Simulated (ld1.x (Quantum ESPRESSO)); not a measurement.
Before and after: TM potential for As (Z = 33)

```json
{
 "Element": "arsenic",
 "Generator": "ld1.x (Quantum ESPRESSO) 7.5",
 "Type": "norm-conserving Troullier–Martins (Kleinman–Bylander form)",
 "Functional": "LDA (PZ)",
 "Relativity": "scalar-relativistic",
 "Frozen core": "[Ar] 3d10",
 "Valence charge": "5",
 "Reference configuration": "4s2 4p2.5 (charge +0.5)",
 "Partial waves": "4s (bound): rc 1.60 bohr; 4p (bound): rc 1.65 bohr",
 "Local potential": "the p channel",
 "Core correction": "a·sin(br)/r model core inside 1.55 bohr"
}
```

All-electron outer shells of the reference configuration (LDA (PZ), scalar-relativistic, ld1.x):

```tsv
shell	level (eV)	outermost node (bohr)	outermost maximum (bohr)
4s	-18.97	0.73	1.59
4p	-9.27	0.78	1.92
```

Change: wave 4s (bound): rc 1.60 bohr becomes 4s (bound): rc 1.22 bohr.

Cutoffs: the cutoffs (Ry, on a coarse ladder) from which the occupation-weighted sum of valence levels, in a spherical-Bessel basis at the reference potential, stays within 10 and 1 mRy of its value at 400 Ry; they do not see the model core or the augmentation charge, which bear on the density cutoff. Errors are all-electron minus pseudo energies relative to the spin-unpolarised reference configuration.

**Question.** How do hardness, ghosts and transferability respond?

**Answer.** The potential gets harder (35 Ry and 50 Ry → 80 Ry and 160 Ry); a bound ghost appears in s, which as a rule spoils a file; of the 9 tests that both files solve, the error grows in 1 and shrinks in 0 by more than 15 % and 0.3 meV (median size 18.9 → 22.7 meV). A smaller radius makes the pseudo-wave follow the all-electron one further in, where it bends more sharply, so more plane waves are needed.

```csv
quantity,base,changed
"cutoff, loose",35 Ry,80 Ry
"cutoff, tight",50 Ry,160 Ry
loose cutoff by channel (10 mRy a level),"s 18 Ry, p 6 Ry","s 50 Ry, p 6 Ry"
bound ghosts,none,s
"error for 4s2 4p3, meV [ΔE -3.64 eV]",+0.3,+0.3
"error for 4s2 4p2, meV [ΔE 5.69 eV]",-1.7,-1.6
"error for 4s2 4p1, meV [ΔE 23.85 eV]",-19,-17
"error for 4s0 4p5, meV [ΔE 15.57 eV]",-11,-23
"error for 4s2 4p0, meV [ΔE 51.89 eV]",-84,-77
"error for 4s2 4p3.3, meV [ΔE -4.91 eV]",+0.2,+0.3
"error for 4s1 4p0, meV [ΔE 103.00 eV]",-260,-259
"error for 4s2 4p2.5 (spin-polarised), meV [ΔE -1.03 eV]",+25,+26
"error for 4s2 4p3 (spin-polarised), meV [ΔE -4.96 eV]",+30,+31
s: phases at 1.79 bohr within 0.05 rad from the reference energy up to (Ry; the scan ends near 5),to the end of the scan,to the end of the scan
p: phases at 1.79 bohr within 0.05 rad from the reference energy up to (Ry; the scan ends near 5),to the end of the scan,to the end of the scan
```

 A true bound ghost makes a file unfit for plane-wave use even where its test errors are small: the radial tests pick states by their node count and pass the ghost by.
